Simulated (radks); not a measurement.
Values are calculated unless marked as measured or tabulated.
Excited configurations of B: one electron is placed in a higher orbital outside [He] 2s2. The ground configuration is [He] 2s2 2p1. Level of theory: Dirac Kohn-Sham, PBE, spin-unpolarised, spherical densities, point nucleus; open shells fill j = l - 1/2 first (a radial shooting solver on a logarithmic mesh with Libxc functionals). Excitation = E - E(ground); binding = E(ion) - E, where the ion is the core of charge +1; n* = 1/sqrt(2 binding) in atomic units, and the quantum defect is n - n*.

outer orbital  excitation (eV)  binding (eV)  quantum defect  <r> (bohr)
4s1/2                    6.609         1.613           1.095       13.45
5p1/2                    7.399         0.823           0.934       26.08
6s1/2                    7.587         0.634           1.369       35.35
6f5/2                    7.772         0.450           0.499       44.62
7s1/2                    7.770         0.452           1.511       50.38
7d3/2                    7.857         0.365           0.895       61.12

The Delta-SCF ionisation energy is 8.222 eV (NIST Atomic Spectra Database: 8.298 eV, measured). Self-interaction in the functional shifts the binding energies and quantum defects, so they are the method's values and not measured ones. Spin polarisation and multiplet splitting are left out, so open shells lie too high by an amount that depends on their filling.

Beside tabulated values, note that spin-unpolarised runs miss the spin-polarisation part of the exchange energy of open shells.
